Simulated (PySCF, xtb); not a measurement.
CHO₂, SMILES O=C[O-], charge -1.

Harmonic wavenumbers (cm⁻¹) from GFN2-xTB in xtb at its own minimum, in rising order: 704, 948, 1274, 1466, 1831, 1975.

What does PBE-D3(BJ)/def2-TZVPD in PySCF give at its own minimum? (An estimate is asked for; the answer gives what the named calculation found.)

714, 986, 1291, 1308, 1608, 2468. Paired by order, the mean absolute difference is 156 cm⁻¹ and the zero-point energies are 11.7 and 12.0 kcal/mol.
